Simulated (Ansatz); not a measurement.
Basis sets compared for `SCCCCc1ccc(/N=N/c2ccccc2)cc1`. Total charge 0; singlet. Geometry PBE-D4/def2-SVP. Ansatz on 2 threads of AMD EPYC 7R13 on a shared host and a share (18 GiB) of an NVIDIA H100 80GB HBM3; times are rough, and most runs start from earlier orbitals.

```xyz
37

S    -4.103    4.435   -1.452
C    -2.480    4.294   -2.297
C    -1.317    3.921   -1.379
C     0.004    3.752   -2.136
C     1.201    3.388   -1.232
C     1.060    2.040   -0.566
C     0.611    1.920    0.765
C     0.438    0.663    1.355
C     0.717   -0.510    0.624
N     0.516   -1.728    1.307
N     0.807   -2.769    0.645
C     0.596   -3.989    1.327
C     0.955   -5.157    0.620
C     0.785   -6.416    1.210
C     0.253   -6.516    2.506
C    -0.108   -5.351    3.213
C     0.060   -4.092    2.633
C     1.169   -0.404   -0.713
C     1.334    0.853   -1.290
H    -3.764    5.489   -0.657
H    -2.271    5.232   -2.854
H    -2.642    3.504   -3.061
H    -1.573    2.987   -0.833
H    -1.200    4.707   -0.599
H    -0.114    2.966   -2.916
H     0.244    4.691   -2.682
H     2.125    3.398   -1.847
H     1.325    4.175   -0.458
H     0.395    2.831    1.345
H     0.089    0.553    2.392
H     1.367   -5.039   -0.393
H     1.067   -7.326    0.657
H     0.117   -7.504    2.971
H    -0.527   -5.435    4.229
H    -0.211   -3.164    3.157
H     1.385   -1.332   -1.261
H     1.690    0.932   -2.330
```

Single mean-field runs in def2-TZVP are fitted with def2-universal-jkfit.

Binding counts from free atoms (S triplet, C triplet, N quartet, H doublet) in the same basis, without a counterpoise term.

| level | functions | energy (Eh) | HOMO (eV) | LUMO (eV) | binding per atom (eV) | wall time |
| --- | --- | --- | --- | --- | --- | --- |
| PBE-D4/def2-SVP | 360 | -1126.4957 | -4.88 | -3.09 | 4.98 | 3.9 s |
| PBE0-D4/def2-SVP | 360 | -1126.5934 | -6.48 | -2.35 | 4.87 | 3.3 s |

(1) Estimate the rows for PBE-D4/def2-TZVP (with forces), PBE0-D4/def2-TZVP.

## Answers

(1) 
```csv
level,functions,energy (Eh),HOMO (eV),LUMO (eV),binding per atom (eV),wall time
PBE-D4/def2-TZVP (with forces),703,-1127.4072,-5.11,-3.20,4.91,7 s
PBE0-D4/def2-TZVP,703,-1127.4944,-6.50,-2.43,4.80,3.3 s
```
